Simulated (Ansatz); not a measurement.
Stepwise reaction of `CB(C)O` with hydrogen, as a gas-phase model of exchange steps in deposition or etching. ΔE in kJ/mol; ΔG adds harmonic PBE0-D4 terms to CCSD(T)/CBS, at 1 bar.

Computed with Ansatz on PBE0-D4/def2-TZVP structures; ΔE is electronic, products minus reactants. CBS: MP2 limit from def2 TZ/QZ plus the TZ coupled-cluster correction, frozen cores. This one scheme is used for every species. DFT in def2-TZVPP. B3LYP here is the variant with VWN-RPA as its local correlation; programs differ in this. Each species was taken in one conformer, which may not be the lowest.

```
step                     reaction  PBE-D4  B3LYP-D4  ωB97M-V  CCSD(T)/CBS  ΔG(400 K)
   1  `CB(C)O` + H₂ → `CBO` + CH₄   -18.3     -24.3    -21.2        -21.1      -11.2
   2      `CBO` + H₂ → `BO` + CH₄   -10.5     -17.5    -14.5        -15.4       -7.0
```

Question: By hand: ΔE of the 2 steps together at CCSD(T)/CBS.

Answer: (-21.1) + (-15.4) = -36.5 kJ/mol, or -18.2 kJ/mol a step.

In ΔE each step is higher than the one before. All are downhill at CCSD(T)/CBS. ΔG lies between -11.2 and -7.0 kJ/mol a step. PBE-D4 differs from CCSD(T)/CBS by 2.8 to 4.9 kJ/mol a step. Isolated molecules leave out the surface, adducts and barriers. Largest T1 diagnostic: 0.014.
